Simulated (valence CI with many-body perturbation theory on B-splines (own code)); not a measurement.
The numbers below are computed, except where a source is named.
# Ladder of approximations for Hf XXIII

Method: configuration interaction combined with many-body perturbation theory (CI+MBPT): four valence electrons over a frozen Dirac-Fock core [Kr] 4d10, a basis of 8 s, 8 p, 9 d, 9 f, 6 g, 3 h, 2 i functions for each j, with the one-electron correlation potential Σ1 (screened to all orders), the two-electron term Σ2, the three-electron term Σ3, Breit, model QED; selected single and double excitations, second order for the rest, scaled by the run's own slope (own B-spline code, finite nucleus).

No measured levels were compared; by estimate terms of the open shell hold to a few per cent of their energy, and close levels can change places. Core correlation moves these levels by up to 3300 cm⁻¹, and in measured spectra 5 to 20 % of such shifts remained as error; rates that hang on mixing are uncertain with them. Only levels of the ground parity were solved; by the run's estimate the other parity begins above the list, which can be wrong where configurations are misplaced.

Each rung adds one term. CI alone is the Dirac-Coulomb CI over the frozen core; QED comes last and gives the full result, which names the levels. Energies are above 4f4 5I_4 on the same rung, in cm⁻¹.

Names give the largest LS component (configuration and term), which can be under half, so a name can repeat, a term be missing and a line seem to break the LS rules; names also repeat where a configuration has a term twice. Letters in brackets count levels of one name in rising energy.

```tsv
Level	CI alone	+ Σ1	+ Σ2	+ Σ3	+ Breit	Full
4f4 5I_5	10612	10978	11641	11695	10808	10868
4f4 5I_6	20473	21108	22178	22237	20519	20621
4f4 5I_7	29232	30036	31261	31270	28877	29001
4f4 5F_2	34128	34242	32189	32659	33022	33018
4f4 5F_1	36326	36740	35460	36013	35812	35864
4f4 5I_8	37060	37959	39212	39143	36186	36321
4f4 3G_4 [a]	40184	40446	39603	39571	39290	39313
4f4 5F_3	42544	43060	41940	42424	41751	41818
4f4 5S_2	46672	47282	46436	45762	45030	45111
4f4 5G_2	47916	48332	45728	46315	46034	46078
4f4 5G_3	49872	50320	48432	48835	48502	48550
4f4 3K_6 [a]	49491	50172	50625	50180	48573	48666
4f4 3L_7	53860	54578	54563	54333	52339	52435
4f4 5F_5 [a]	53362	54084	53408	53700	52348	52443
4f4 5F_4	53897	54750	54215	54562	53221	53339
4f4 3M_8	59002	59750	59357	59367	56933	57032
4f4 5G_4	64174	65062	64060	64160	62888	63007
4f4 5F_5 [b]	64707	65772	65590	65801	63883	64031
4f4 3D_2	64871	65735	65434	65693	64701	64814
4f4 3G_3 [a]	65509	66413	65949	66351	65127	65247
4f4 3P_1	70118	71049	71152	70996	69946	70067
4f4 1D_2 [a]	73189	74030	73900	73393	72524	72625
4f4 5G_5	74348	75480	74944	74932	72959	73114
4f4 3L_8	75932	76933	76879	76678	73818	73952
4f4 5G_6	75707	76843	76292	76420	74144	74299
4f4 3K_7	74976	76213	77186	76868	74132	74311
4f4 3M_9	77871	78874	78070	78268	75065	75197
4f4 3P_0	75635	76502	75289	75706	75178	75274
4f4 3D_3	76425	77428	76970	77288	76002	76129
4f4 3F_4 [a]	77436	78390	77915	77489	76076	76195
4f4 3I_5	78946	79717	78244	77824	76610	76698
```

Task: How does the ionisation energy move along the ladder, and which term matters most?

Result: CI alone 616.60, + Σ1 619.90, + Σ2 628.01, + Σ3 628.06, + Breit 628.04, + QED 628.08 eV. The largest step is Σ2, 8.11 eV. NIST lists 650 ± 30 eV (theoretical).
